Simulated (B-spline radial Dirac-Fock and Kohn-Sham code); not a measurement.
**Form factor and incoherent scattering function of W⁴¹⁺**

System: the W⁴¹⁺ ion, configuration [Ar] 3d10 4s2 4p3.

These are calculated numbers from a radial B-spline solver; the model is Dirac-Fock orbitals of the configuration average with a finite nucleus. f₀ is the Fourier transform of the spherical electron density, S the Waller-Hartree incoherent function, and s = sin θ/λ.

```csv
s (Å⁻¹),f₀,S
0,33.000,0.000
0.05,32.969,0.033
0.1,32.875,0.131
0.15,32.720,0.292
0.2,32.506,0.513
0.25,32.234,0.790
0.3,31.908,1.117
0.35,31.532,1.489
0.4,31.108,1.899
0.45,30.642,2.341
0.5,30.137,2.808
0.6,29.032,3.795
0.7,27.831,4.814
0.8,26.571,5.833
0.9,25.287,6.828
1,24.007,7.786
1.1,22.754,8.700
1.2,21.547,9.571
1.4,19.304,11.191
1.6,17.314,12.669
1.8,15.558,14.026
2,14.001,15.277
2.5,10.791,18.022
3,8.409,20.330
3.5,6.787,22.270
4,5.770,23.877
5,4.676,26.287
6,3.922,27.955
```

f₀ starts at the number of electrons, 33, and has fallen to half at s ≈ 1.69 Å⁻¹. The sum of ⟨r²⟩ over the electrons is 1.701 bohr².
